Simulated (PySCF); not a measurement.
## Assigning NMR signals

Structure with atom numbers: `[F:1][c:2]1[cH:3][cH:4][c:5]([PH:6][SiH3:7])[cH:8][cH:9]1`. Hydrogens are named by the atom that carries them.

PySCF calculation with GIAO PBE0/pcSseg-1 shieldings and geometry from GFN2-xTB; single conformer, no relativistic terms, gas phase, one averaged value for each set of equivalent atoms.

Chemical shifts δ = σref − σ; 13C (σ = 186.93 ppm), 1H (σ = 31.72 ppm) against TMS, all at this level.

Q: Assign these signals to the numbered atoms. 13C{1H} NMR (computed): δ 172.8 (C), 140.3 (CH), 134.1 (C), 122.0 (CH).

A: 
| δ (ppm) | atoms | environment | reason |
| --- | --- | --- | --- |
| 172.8 | C2 | aromatic carbon bearing fluorine | an ipso carbon deshielded by its heteroatom |
| 140.3 | C4/C8 | aromatic CH | – |
| 134.1 | C5 | substituted aromatic carbon | – |
| 122.0 | C3/C9 | aromatic CH | – |

Q: Assign these signals to the numbered atoms. 1H NMR (400 MHz, computed): δ 7.72 (m, 2H), 7.27 (m, 2H), 4.02 (m, 3H), 3.42 (m, 1H).

A: 
7.72 → H(C4)/H(C8), hydrogen on an aromatic CH: the ring current deshields protons in the ring plane
7.27 → H(C3)/H(C9), hydrogen on an aromatic CH
4.02 → H(Si7), hydrogen on a silicon bonded to P
3.42 → H(P6), hydrogen on a phosphorus bonded to C, Si

Splittings by 19F and 31P in the carbon and heteronuclear signals aren't shown, as no couplings were computed. Shifts are as computed. Against solution values, carbons near 30 ppm lie about +3 ppm off and those near 130 ppm about +5 ppm. Of 1211 compounds with measured shifts, 218 miss one by over three times the rms of a fit or turn the order of signals round; such compounds aren't used in these exercises. Multiplicities follow the n + 1 count of equivalent neighbours, as no J values were calculated; m marks all less simple cases, F and P coupling included.
